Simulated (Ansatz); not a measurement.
Reaction (atomization): `[F][InH][I]` → F• + H• + I• + In•

Gas-phase electronic energies from Ansatz, PBE0-D4/def2-TZVP geometries. CBS: MP2 limit from def2 TZ/QZ plus the TZ coupled-cluster correction, frozen cores. This one scheme is used for every species, atoms too. Functionals use def2-TZVPP. B3LYP here is the variant with VWN-RPA as its local correlation; programs differ in this. HSE06 is defined as in plane-wave codes. No spin–orbit coupling; open shells (•) take unrestricted orbitals. Spin–orbit coupling would lower the free atoms: a little for F; strongly for I, In. def2 core potentials past Kr. Bonds to I, In are less sure, by a few kJ/mol each and by 10 to 20 or more in all where they break to atoms, as the def2 sets lack core-valence functions.

| level | ΔE (eV) | difference from CCSD(T)/CBS |
| --- | --- | --- |
| LDA (SPW92) | 11.22 | 1.41 |
| revPBE-D4 | 9.25 | -0.56 |
| BLYP-D4 | 9.31 | -0.50 |
| PBE0-D4 | 9.39 | -0.42 |
| HSE06-D4 | 9.39 | -0.42 |
| BHLYP-D4 | 8.97 | -0.84 |
| ωB97X-V | 9.67 | -0.14 |
| PBE-QIDH | 9.44 | -0.37 |
| BLYP | 9.15 | -0.66 |
| PBE0 | 9.32 | -0.49 |
| B3LYP | 9.15 | -0.66 |
| r2SCAN0 | 9.30 | -0.51 |
| CAM-B3LYP | 9.38 | -0.43 |
| CCSD(T)/def2-SVP | 8.76 | -1.05 |
| MP2/def2-TZVPP | 9.63 | -0.18 |
| HF/CBS(def2) | 6.60 | -3.21 |
| CCSD(T)/CBS | 9.81 | 0 |

Largest T1 diagnostic among the species: 0.015.

At CCSD(T), def2-SVP lies −1.05 eV from the extrapolated value and def2-TZVPP −0.49 eV: correlation converges slowly with the basis, and small sets miss more of it in the bonded molecule than in its fragments. Leaving LDA and LC-ωPBE aside and taking each functional with its dispersion term where it has one, the values spread over 0.69 eV, from BHLYP-D4 to ωB97X-V. LDA lies +1.65 eV from PBE without D4, its usual overbinding.

For atomizations the MP2-based limit and the directly extrapolated one differ by several kJ/mol either way, and by 10 to 25 for some Ge, Se and Sn compounds, so smaller differences from it don't rank the levels.
